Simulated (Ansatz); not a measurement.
Cost and result for the atomization energy of C2H6AlFSi (11 atoms, 13 bonds).

```xyz
11

F    -1.461    2.341    1.081
Al   -0.743    1.136    0.223
C    -0.043    0.466   -1.418
C     0.879    0.141   -0.190
Si    0.193   -1.129    0.893
H    -0.402   -0.362   -2.027
H     0.395    1.237   -2.053
H     1.950    0.299   -0.256
H    -0.246   -2.488    0.461
H    -1.263   -0.455    1.018
H     0.741   -1.187    2.269
```

Charge 0, multiplicity 1. The bonds changed during the relaxation, so this is another structure than the one it started from. The geometry is a stationary point of PBE0-D4/def2-TZVP. Program: Ansatz. All runs use 4 threads of an Arm Neoverse V1 on a shared host. Times are those of one run each, without the atoms' runs, and a repeat can differ threefold. Electronic energies, without spin–orbit coupling; frozen cores. CCSD(T)/CBS adds CCSD(T) − MP2 in def2-TZVPP to the MP2 limit, and its time is that of the two runs behind it. T1 = 0.013. B3LYP takes the VWN-RPA correlation (the form of Gaussian; ORCA's B3LYP/G).

CCSD(T)/CBS is a level of theory with its own doubt, some kJ/mol a heavy atom from the limit and from the frozen cores, so smaller differences don't rank the functionals.

```
                             level  functions  wall time
   PBE-D4/def2-TZVPP (with forces)        261      2.9 s
                PBE0-D4/def2-TZVPP        261      3.5 s
 B3LYP-D4/def2-TZVPP (with forces)        261      5.5 s
r2SCAN-D4/def2-TZVPP (with forces)        261        6 s
                 B2PLYP/def2-TZVPP        261        6 s
                ωB97X-V/def2-TZVPP        261      9.5 s
  ωB97M-V/def2-TZVPP (with forces)        261       14 s
                    MP2/def2-QZVPP        491       24 s
                CCSD(T)/def2-TZVPP        261    2.4 min
                 CCSD(T)/CBS(def2)          –    2.8 min
```

Task: What atomization energy does each give, and how far from CCSD(T)/CBS? (Best estimate.)

Result: Computed: 
| level | atomization (kcal/mol) | difference from CCSD(T)/CBS | per bond |
| --- | --- | --- | --- |
| PBE-D4/def2-TZVPP (with forces) | 943.2 | 9.2 | 0.7 |
| PBE0-D4/def2-TZVPP | 931.1 | -2.9 | -0.2 |
| B3LYP-D4/def2-TZVPP (with forces) | 926.6 | -7.4 | -0.6 |
| r2SCAN-D4/def2-TZVPP (with forces) | 938.0 | 4.0 | 0.3 |
| B2PLYP/def2-TZVPP | 919.6 | -14.4 | -1.1 |
| ωB97X-V/def2-TZVPP | 935.4 | 1.4 | 0.1 |
| ωB97M-V/def2-TZVPP (with forces) | 934.4 | 0.4 | 0.0 |
| MP2/def2-QZVPP | 940.6 | 6.6 | 0.5 |
| CCSD(T)/def2-TZVPP | 909.6 | -24.4 | -1.9 |
| CCSD(T)/CBS(def2) | 934.0 | 0.0 | 0.0 |

The D4 term adds +9.3 kcal/mol with B3LYP and +4.9 kcal/mol with PBE0; it sums over pairs of atoms, weighted by their polarisabilities, and B3LYP, whose exchange is more repulsive, gets the larger term. In def2-TZVPP, CCSD(T) changes the Hartree–Fock value by +220.9 kcal/mol (the triples alone add +13.7 kcal/mol) and MP2 by +237.2 kcal/mol; breaking electron pairs costs correlation energy, which Hartree–Fock lacks. From PBE to PBE0 (25 % exact exchange), in def2-TZVPP and without D4, the atomization energy moves by −11.2 kcal/mol: exact exchange takes away binding that semilocal exchange gives to molecules.
